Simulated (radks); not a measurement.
Results of a calculation; reference values are marked as such.
Question: All-electron atom: La I in [Xe] 5d1 6s2. Level of theory: scalar-relativistic Kohn-Sham, SCAN, spin-polarised, spherical densities, finite nucleus; open shells are filled with parallel spins first (spin-orbit coupling, left out, can overturn this in heavy ions); meta-GGA in the generalised Kohn-Sham scheme; Fermi nuclear charge, rms radius 4.855 fm (a radial shooting solver on a logarithmic mesh with Libxc functionals). Some entries of the table are withheld. Estimate them.

orbital,occ.,eigenvalue (eV),r(max) (bohr)
1s down,1,-38812.93,0.01608
1s up,1,-38812.93,0.01608
2s up,1,-6198.431,0.09084
2s down,1,-6198.407,0.09084
2p up,3,-5551.489,0.07315
2p down,3,-5551.469,0.07315
3s up,1,-1334.120,0.2599
3s down,1,-1334.108,0.2599
3p up,3,-1125.887,0.2545
3p down,3,-1125.873,0.2545
3d up,5,-827.4849,0.2104
3d down,5,-827.4610,0.2104
4s up,1,-272.5248,0.6085
4s down,1,-272.4695,0.6085
4p up,3,-204.4027,0.6353
4p down,3,-204.3514,0.6353
4d up,5,-105.7016,0.6716
4d down,5,-105.6437,0.6716
5s up,1,-40.2641,1.413
5s down,1,-40.0411,1.413
5p up,3,-23.3543,(1)
5p down,3,-22.9197,(2)
6s up,1,-3.8747,3.707
6s down,1,-3.5233,3.957
5d up,1,-3.4112,2.282

Answer: 
(1) 5p up r(max) (bohr): 1.589
(2) 5p down r(max) (bohr): 1.580
